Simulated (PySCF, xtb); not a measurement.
IK, SMILES [K][I] (connectivity only; charge and spin as stated), charge +1, multiplicity 2.

Harmonic wavenumbers (cm⁻¹) from xtb with GFN2-xTB at its own minimum, in rising order: 48.

Q: What does PBE0-D3(BJ)/def2-TZVPD (PySCF) give at its own minimum? (Estimate from the structure and the level; the computed values follow.)

A: 80. Paired by order, the mean absolute difference is 31 cm⁻¹ and the zero-point energies are 0.1 and 0.1 kcal/mol.
